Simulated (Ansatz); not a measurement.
def2 core potentials replace the inner electrons of Sb.

Cartesian coordinates (Å):
```xyz
19

O      2.1779     2.0451     1.2557
Sb     2.2945     0.0806     0.8446
O      3.0834     0.1668    -1.0025
C      0.3101     0.1495    -0.0083
C     -0.1216    -1.1203    -0.7501
C     -1.6474    -0.9389    -0.9326
C     -2.1003     0.0276     0.2011
C     -0.8214     0.3708     1.0013
H      2.9037     2.3178     1.8346
H      4.0325    -0.0202    -0.9791
H      0.3722     1.0003    -0.7081
H      0.4211    -1.2631    -1.6956
H      0.0752    -2.0096    -0.1233
H     -2.1799    -1.9019    -0.9016
H     -1.8563    -0.4941    -1.9178
H     -2.5294     0.9453    -0.2302
H     -2.8783    -0.4132     0.8433
H     -0.7136    -0.3302     1.8496
H     -0.8223     1.3878     1.4190
```
Charge 0, multiplicity 1.

**Question.** Give the LUMO, total energy, dipole moment, HOMO–LUMO gap and HOMO at the level Ansatz (an electronic-structure program) with CAM-B3LYP-D3(BJ)/def2-TZVP // B3LYP-D3(BJ)/def2-SVP.

**Answer.** 
```yaml
LUMO: 0.05 eV
total_energy: -15996.70 eV
dipole_moment: 2.54 D
HOMO–LUMO gap: 8.20 eV
HOMO: -8.15 eV
```
